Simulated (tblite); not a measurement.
Compound: C₆H₄ClFO (charge +1 and doublet state).
SMILES with atom numbers: `[OH:1][C+:2]1[C:3]([F:4])[CH:5]=[CH:6][CH:7]=[C:8]1[Cl:9]` (hydrogens: H10 on O1; H11 on C5; H12 on C6; H13 on C7)

Geometry (GFN2-xTB, Å), atoms numbered from 1 in this order:
```xyz
13
C6H4ClFO angstrom
O     -1.0588    2.1631    0.2889
C     -0.4887    1.0059    0.1331
C     -1.2157   -0.2063   -0.0151
F     -2.5440   -0.0894    0.0138
C     -0.5949   -1.4152   -0.1767
C      0.8132   -1.4608   -0.1976
C      1.5714   -0.3137   -0.0588
C      0.9549    0.9233    0.1062
Cl     1.8272    2.3577    0.2802
H     -2.0367    2.1332    0.2963
H     -1.1839   -2.3140   -0.2854
H      1.3026   -2.4150   -0.3250
H      2.6490   -0.3682   -0.0776
```

Structure optimised with GFN2-xTB, isolated species. This method treats the open shell by occupation alone, without spin polarisation.

Take the most abundant isotopes and a rigid rotor. The values belong to one conformer with, in the numbering `[OH:1][C+:2]1[C:3]([F:4])[CH:5]=[CH:6][CH:7]=[C:8]1[Cl:9]`, H–O1–C2–C3 0°.

(1) Give the principal moments of inertia and the rotational constants in MHz.

(2) Classify the top.

(3) Is it planar, by Δ = Ic − Ia − Ib?

(4) Estimate the classical rotational partition function at 10 K, 298.15 K and 500 K.

Answers

(1) Ia = 218.31, Ib = 428.32, Ic = 646.64 u·Å²; 505379 MHz·u·Å²/I gives A = 2315, B = 1180, C = 781.6 MHz.

(2) An asymmetric top: κ = (2 × 1180 − 2315 − 781.6)/(2315 − 781.6) = -0.48.

(3) Planar: Δ = Ic − Ia − Ib = 0.00 u·Å². For a rigid frame Δ = −2 Σ m c², so it vanishes when all atoms lie in the ab plane; here none is more than 0.01 Å from it.

(4) Point group Cs, symmetry number σ = 1; q = (√π/σ)·√((kT/h)³/(ABC)), k/h = 20836.6 MHz/K: 3650 at 10 K, 594000 at 298.15 K, 1290000 at 500 K.

For this open shell read J as N, the rotation without spin; fine and hyperfine splittings come on top. Its GFN2-xTB frequencies are all real (lowest 97 cm⁻¹). No vibrational averaging or centrifugal distortion is included, and the geometry carries the error of its method.

These are computed values.
